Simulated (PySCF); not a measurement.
Compound: Sn(vinyl)2Br2, C4H6Br2Sn.
Structure used (PBE0-D3(BJ)/def2-SVP), in Å, numbered top down from 1:
```xyz
13
C4H6Br2Sn angstrom
Sn    -0.4043   -0.3464   -0.4089
C     -0.8485   -0.5974    1.6506
C     -1.6868    0.2111    2.3000
H     -0.3946   -1.4585    2.1552
H     -2.1626    1.0702    1.8144
H     -1.9353    0.0434    3.3545
C      1.5794   -0.3387   -1.1583
C      2.0867    0.7154   -1.7983
H      2.1622   -1.2595   -1.0382
H      1.5120    1.6359   -1.9503
H      3.1025    0.6969   -2.2096
Br    -1.4326    1.8188   -1.1297
Br    -1.5475   -2.2434   -1.5590
```

Theory: PBE0-D3(BJ)/def2-SVP geometry optimisation, gas phase, def2 core potentials past Kr in PySCF.

(1) Which atoms are bound to Sn1, and at what distances?

(2) List the angles at Sn1.

(3) What is the shape at Sn1?

(4) What are the other bond lengths?

(5) Give some angles away from the centre.

(6) What are the rotational constants (commonest isotopes, rigid rotor)?

Results:

(1) 4 atoms: C7 2.121 Å, C2 2.122 Å, Br13 2.496 Å, Br12 2.503 Å. The nearest atom not counted as bound is H4, at 2.79 Å (others tie with it).

(2) 
| angle | degrees | distance of the outer atoms (Å) |
| --- | --- | --- |
| C2–Sn1–C7 | 122.6 | 3.72 |
| Br12–Sn1–Br13 | 109.7 | 4.09 |
| C2–Sn1–Br12 | 107.2 | 3.73 |
| C7–Sn1–Br12 | 106.2 | 3.71 |
| C7–Sn1–Br13 | 105.6 | 3.68 |
| C2–Sn1–Br13 | 105.2 | 3.67 |

(3) Distorted tetrahedral: angles from 105.2° to 122.6°; τ4 = (360° − α − β)/141° = 0.91 with α and β the two widest (0 for a square, 1 for a tetrahedron).

(4) C2–C3, C7–C8 1.333 Å; C2–H4, C7–H9 1.096 Å; C3–H5, C8–H10 1.096 Å; C3–H6 1.096 Å; C8–H11 1.096 Å.

(5) Sn1–C2–C3 122.2°.

(6) A = 839.1, B = 522.0, C = 500.7 MHz: an asymmetric top.

Point group: near Cs, missed by 0.30 Å at most; the miss may be what the optimiser left on a soft mode. Charge 0, singlet. No PBE0-D3(BJ)/def2-SVP frequencies stand behind this structure, so it isn't proved a minimum.

One conformer stands for the species.
